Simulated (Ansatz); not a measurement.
Ligand exchange: SiH(CH3)2Br + Zn(CH3)Br → SiH(CH3)3 + ZnBr2

Species: SiH(CH3)2Br, singlet; Zn(CH3)Br, singlet; SiH(CH3)3 (trimethylsilane), singlet; ZnBr2 `[Br][Zn][Br]`, singlet. The partners trade Br for CH3: Si–Br and Zn–CH3 bonds give way to Si–CH3 and Zn–Br.

Shapes, held fixed at every level: PBE0-D4/def2-TZVP. Programs: Ansatz 0.2.0. The zero-point and thermal change to 298 K, harmonic and unscaled (PBE0-D4/def2-TZVP), is +2.1 kJ/mol.

**Question.** Estimate ΔH(298 K) of this reaction.

**Answer.** wB97M-V/def2-TZVPP gives ΔH(298 K) = -37.9 kJ/mol; the levels span -71.2 to -25.3. The median of the levels is -41.8. No measured value is set beside it here. Relativity is left out for Br, Zn unless named. Times are processor times on shared x86 and Arm servers, and rough.

```json
{"level": "HF/def2-SVP", "kind": "Hartree–Fock", "ΔH(298 K) (kJ/mol)": "-71.2", "CPU time (sum over the molecules)": "–"}
{"level": "HF/def2-TZVPP", "kind": "Hartree–Fock", "ΔH(298 K) (kJ/mol)": "-68.2", "CPU time (sum over the molecules)": "–"}
{"level": "SPW92/def2-TZVPP", "kind": "LDA", "ΔH(298 K) (kJ/mol)": "-25.3", "CPU time (sum over the molecules)": "18 s"}
{"level": "r2SCAN-D4/def2-TZVPP", "kind": "meta-GGA", "ΔH(298 K) (kJ/mol)": "-36.2", "CPU time (sum over the molecules)": "67 s"}
{"level": "BHLYP-D4/def2-TZVPP", "kind": "global hybrid", "ΔH(298 K) (kJ/mol)": "-48.7", "CPU time (sum over the molecules)": "45 s"}
{"level": "r2SCAN0-D4/def2-TZVPP", "kind": "global hybrid", "ΔH(298 K) (kJ/mol)": "-42.7", "CPU time (sum over the molecules)": "72 s"}
{"level": "wB97X-V/def2-TZVPP", "kind": "range-separated hybrid", "ΔH(298 K) (kJ/mol)": "-40.8", "CPU time (sum over the molecules)": "1.8 min"}
{"level": "wB97M-V/def2-TZVPP", "kind": "range-separated hybrid", "ΔH(298 K) (kJ/mol)": "-37.9", "CPU time (sum over the molecules)": "2.7 min"}
```
